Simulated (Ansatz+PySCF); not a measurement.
Two shapes of singlet CH₃I.

Shape 1:

```xyz
5

C     0.0000    0.0000   -1.8143
I     0.0000    0.0000    0.3272
H     0.0000   -1.0420   -2.1517
H    -0.9024    0.5210   -2.1517
H     0.9024    0.5210   -2.1517
```

Shape 2:

```xyz
5

C     0.0000    0.0000   -1.9594
I     0.0000    0.0000    0.3534
H     0.0000   -1.1253   -2.3239
H    -0.9746    0.5627   -2.3239
H     0.9746    0.5627   -2.3239
```

Basis set: def2-SVP (spherical functions, with the set's core potentials past Kr). Left uncorrelated: 5 orbitals. Charge 0, multiplicity 1.

Computed with Ansatz (development build ahead of 0.2.0); each method stands on the lowest determinant of its kind that the runs found.

Question: Which shape is lower in energy, and by how much in each method?

Answer:

```tsv
method	E(2) − E(1) (eV)
UHF	0.636
UHF-MP2	0.533
RHF-CCSD	0.493
RHF-CCSD(T)	0.462
UHF-CCSD(T)	0.462
```

Shape 1 is lower.
